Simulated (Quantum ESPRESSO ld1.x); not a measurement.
Results of a calculation; reference values are marked as such.
The erbium ion Er+, configuration [Xe] 4f12 6s1.

Level of theory: Dirac Kohn-Sham, PBE, spin-unpolarised, spherical densities, point nucleus; open shells fill j = l - 1/2 first (ld1.x of Quantum ESPRESSO 7.5).

Energy parts (eV):
part                   energy
total                 -356456
kinetic                393523
electron-nucleus      -881651
Hartree                139268
exchange-correlation    -7596

Orbitals (lengths in bohr, moments of r in powers of bohr; r(90%) holds 90 % of the orbital's charge):
1s1/2: occ. 2; eigenvalue (eV) -57315.4; <r^4> 8.641e-07; <r^2> 0.0005677; r(90%) 0.0369; small-component weight 6.48e-02
2s1/2: occ. 2; eigenvalue (eV) -9628.42; <r^4> 0.0001337; <r^2> 0.008774; r(90%) 0.134; small-component weight 1.45e-02
2p1/2: occ. 2; eigenvalue (eV) -9170.27; <r^4> 0.00008189; <r^2> 0.006329; r(90%) 0.118; small-component weight 1.45e-02
2p3/2: occ. 4; eigenvalue (eV) -8253.33; <r^4> 0.0001118; <r^2> 0.007548; r(90%) 0.128; small-component weight 1.33e-02
3s1/2: occ. 2; eigenvalue (eV) -2162.22; <r^4> 0.005075; <r^2> 0.05793; r(90%) 0.330; small-component weight 4.66e-03
3p1/2: occ. 2; eigenvalue (eV) -1961.39; <r^4> 0.004556; <r^2> 0.05362; r(90%) 0.323; small-component weight 4.60e-03
3p3/2: occ. 4; eigenvalue (eV) -1768.80; <r^4> 0.005744; <r^2> 0.06046; r(90%) 0.342; small-component weight 4.27e-03
3d3/2: occ. 4; eigenvalue (eV) -1425.72; <r^4> 0.004039; <r^2> 0.04763; r(90%) 0.314; small-component weight 4.15e-03
3d5/2: occ. 6; eigenvalue (eV) -1383.64; <r^4> 0.004338; <r^2> 0.04953; r(90%) 0.319; small-component weight 4.05e-03
4s1/2: occ. 2; eigenvalue (eV) -431.698; <r^4> 0.1240; <r^2> 0.2917; r(90%) 0.730; small-component weight 1.50e-03
4p1/2: occ. 2; eigenvalue (eV) -351.472; <r^4> 0.1392; <r^2> 0.3047; r(90%) 0.753; small-component weight 1.41e-03
4p3/2: occ. 4; eigenvalue (eV) -308.153; <r^4> 0.1762; <r^2> 0.3427; r(90%) 0.799; small-component weight 1.29e-03
4d3/2: occ. 4; eigenvalue (eV) -176.231; <r^4> 0.2458; <r^2> 0.3875; r(90%) 0.869; small-component weight 1.11e-03
4d5/2: occ. 6; eigenvalue (eV) -168.362; <r^4> 0.2656; <r^2> 0.4026; r(90%) 0.886; small-component weight 1.07e-03
5s1/2: occ. 2; eigenvalue (eV) -58.3916; <r^4> 4.726; <r^2> 1.773; r(90%) 1.81; small-component weight 3.01e-04
5p1/2: occ. 2; eigenvalue (eV) -36.8190; <r^4> 8.312; <r^2> 2.290; r(90%) 2.09; small-component weight 2.34e-04
5p3/2: occ. 4; eigenvalue (eV) -31.4653; <r^4> 11.38; <r^2> 2.668; r(90%) 2.26; small-component weight 2.02e-04
4f5/2: occ. 6; eigenvalue (eV) -10.2535; <r^4> 3.071; <r^2> 0.9201; r(90%) 1.43; small-component weight 6.38e-04
4f7/2: occ. 6; eigenvalue (eV) -9.1713; <r^4> 3.689; <r^2> 0.9814; r(90%) 1.48; small-component weight 6.20e-04
6s1/2: occ. 1; eigenvalue (eV) -9.0559; <r^4> 335.6; <r^2> 14.86; r(90%) 5.30; small-component weight 3.59e-05

The highest occupied level is 6s1/2 at -9.056 eV. The density falls to 0.001 e/bohr^3 at r = 4.38 bohr.
